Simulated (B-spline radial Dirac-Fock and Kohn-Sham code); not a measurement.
Atomic SCF run for I

ΔSCF core binding energies without Breit or QED terms, calculated with a radial finite-basis atomic code. Keys: rel is the Hamiltonian (dirac, or spin-free x2c and nr, where L3 and M5 stand for the whole 2p and 3d shells), method is hf or an exchange,correlation pair (spin-unpolarised, also for the hole states), nuc the nuclear model, radius_factor scales its radius, rmax is the box in bohr, h the logarithmic mesh step, order the B-spline order, points the quadrature points per cell, c_factor scales the speed of light, and damp, ndamp, maxit and tol steer the iteration. The run stops when the commutator error falls below 10·tol·max(1, Z/10), or the numerical noise floor, and the energy has settled to about 1e-8 Ha; the virial ratio is −V/T.

Input (task.json):

```json
{"items": [{"Z": 53, "q": 0, "cfg": [[1, 0, 2], [2, 0, 2], [2, 1, 6], [3, 0, 2], [3, 1, 6], [3, 2, 10], [4, 0, 2], [4, 1, 6], [4, 2, 10], [5, 0, 2], [5, 1, 5]], "A": 127, "rrms": 4.75, "do": "settings", "holes": ["K", "L3", "M5"],
  "settings": [{"rel": "dirac", "method": "hf", "nuc": "fermi", "radius_factor": 1.0, "rmax": 45.0, "h": 0.3, "order": 8, "points": 10, "c_factor": 1.0, "maxit": 59, "damp": 0.5, "ndamp": 3, "tol": 1e-08, "cfg": "1s2 2s2 2p6 3s2 3p6 3d10 4s2 4p6 4d10 5s2 5p8"}]}]}
```

Command: `python xray2_run.py task.json out`

The program stops without a result: overfilled shell.

**Question.** One setting is unsound. Which, and why?

**Answer.** cfg describes an anion whose outer electrons are not bound. With the default settings (Dirac Hartree-Fock): The ground state converged in 10 iterations, with total energy -7115.79525 Ha, virial ratio 1.94344 and highest orbital energy -10.58 eV. ΔSCF binding energies: K (1s) 33292.6 eV, L3 (2p3/2) 4574.9 eV, M5 (3d5/2) 628.4 eV.
